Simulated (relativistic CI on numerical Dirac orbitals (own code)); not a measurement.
# Slater and spin-orbit integrals, Pt53+

Method of calculation: Dirac-Coulomb-Breit CI, KLI orbitals optimised for each configuration, a model potential for QED, unscaled Slater integrals (own radial code, finite nucleus).

Slater integrals F^k, G^k are unscaled and averaged over j, outside the closed core [Ne]; ζ comes from projecting the Hamiltonian with its Breit term on Σ l·s of the shell.

- 3s²3p⁶3d⁷: F^2(3d,3d) = 632880, F^4(3d,3d) = 408590, ζ(3d) = 287190 cm⁻¹; <r>(3d) = 0.1612, <r^2>(3d) = 0.03015 (bohr units).
- 3s²3p⁵3d⁸: ζ(3p) = 2.2101e+06, F^2(3d,3d) = 632030, F^4(3d,3d) = 408010, F^2(3p,3d) = 549600, G^1(3p,3d) = 587030, G^3(3p,3d) = 390980, ζ(3d) = 285090 cm⁻¹; <r>(3p) = 0.1793, <r^2>(3p) = 0.03729, <r>(3d) = 0.1614, <r^2>(3d) = 0.03022 (bohr units).
- 3s²3p⁴3d⁹: F^2(3p,3p) = 544400, ζ(3p) = 2.209e+06, F^2(3p,3d) = 549200, G^1(3p,3d) = 587040, G^3(3p,3d) = 390860, ζ(3d) = 283010 cm⁻¹; <r>(3p) = 0.1794, <r^2>(3p) = 0.03735, <r>(3d) = 0.1616, <r^2>(3d) = 0.0303 (bohr units).

Question: Give the Racah parameters of the d shell in 3s²3p⁶3d⁷.

Answer: B = F²/49 − 5F⁴/441 = 8283 cm⁻¹ and C = 35F⁴/441 = 32428 cm⁻¹.

Averages of the first 10 configurations, taken without configuration mixing, which lowers the lowest level and can move excited configurations by several eV; other configurations of the list can lie among them:

```json
{"Configuration": "3s²3p⁶3d⁷", "Parity": "even", "States": "120", "Average energy above the lowest level (eV)": "120.1"}
{"Configuration": "3s²3p⁵3d⁸", "Parity": "odd", "States": "270", "Average energy above the lowest level (eV)": "694.8"}
{"Configuration": "3s²3p⁴3d⁹", "Parity": "even", "States": "150", "Average energy above the lowest level (eV)": "1278.4"}
{"Configuration": "3s3p⁶3d⁸", "Parity": "even", "States": "90", "Average energy above the lowest level (eV)": "1224.7"}
{"Configuration": "3p⁶3d⁹", "Parity": "even", "States": "10", "Average energy above the lowest level (eV)": "2341.2"}
{"Configuration": "3s3p⁵3d⁹", "Parity": "odd", "States": "120", "Average energy above the lowest level (eV)": "1797.7"}
{"Configuration": "3s²3p⁶3d⁶4s", "Parity": "even", "States": "420", "Average energy above the lowest level (eV)": "2122.9"}
{"Configuration": "3s²3p⁶3d⁶4p", "Parity": "odd", "States": "1260", "Average energy above the lowest level (eV)": "2323.8"}
{"Configuration": "3s²3p⁴3d⁸4s", "Parity": "even", "States": "1350", "Average energy above the lowest level (eV)": "3260.6"}
{"Configuration": "3s²3p⁶3d⁶4d", "Parity": "even", "States": "2100", "Average energy above the lowest level (eV)": "2542.9"}
```
